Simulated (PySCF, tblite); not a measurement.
Isomers of C6H6F3P, one GFN2-xTB conformer each. Single-point energies are computed at PBE0/pcSseg-1 (PySCF, gas phase, no added dispersion term), electronic only.

```json
{"SMILES": "FC(F)(F)Cp1cccc1", "GFN2-xTB relative energy (kJ/mol)": "0.0"}
{"SMILES": "C#CP(CC=C)C(F)(F)F", "GFN2-xTB relative energy (kJ/mol)": "187.2"}
```

Conformers: `[F:1][C:2]([F:3])([F:4])[CH2:5][p:6]1[cH:7][cH:8][cH:9][cH:10]1` with C2–C5–P6–C7 -83°; `[CH:1]#[C:2][P:3]([CH2:4][CH:5]=[CH2:6])[C:7]([F:8])([F:9])[F:10]` with C2–P3–C4–C5 -166°, P3–C4–C5–C6 113°.

What does PBE0/pcSseg-1 give for the same structures?

| SMILES | PBE0/pcSseg-1 E (Eh) | PBE0/pcSseg-1 (kJ/mol) | GFN2-xTB (kJ/mol) | point group |
| --- | --- | --- | --- | --- |
| FC(F)(F)Cp1cccc1 | -872.36254 | 0.0 | 0.0 | C1 |
| C#CP(CC=C)C(F)(F)F | -872.27978 | 217.3 | 187.2 | C1 |

Both levels put the same isomer lowest. 

Which frontier levels, dipoles and rotational constants go with these structures?

```tsv
SMILES	HOMO (eV, PBE0/pcSseg-1)	LUMO (eV)	dipole (D)	A, B, C (MHz)
FC(F)(F)Cp1cccc1	-7.10	-1.61	2.76	2703, 689.1, 648.7
C#CP(CC=C)C(F)(F)F	-7.47	-0.76	2.23	1501, 1028, 754.1
```

What happens when harmonic zero-point energies from GFN2-xTB frequencies are added?

```json
{"SMILES": "FC(F)(F)Cp1cccc1", "ZPE (kJ/mol)": "276.1", "electronic (kJ/mol)": "0.0", "with ZPE (kJ/mol)": "0.0"}
{"SMILES": "C#CP(CC=C)C(F)(F)F", "ZPE (kJ/mol)": "266.8", "electronic (kJ/mol)": "217.3", "with ZPE (kJ/mol)": "208.0"}
```

The zero-point energies span 9.3 kJ/mol. The order is unchanged.
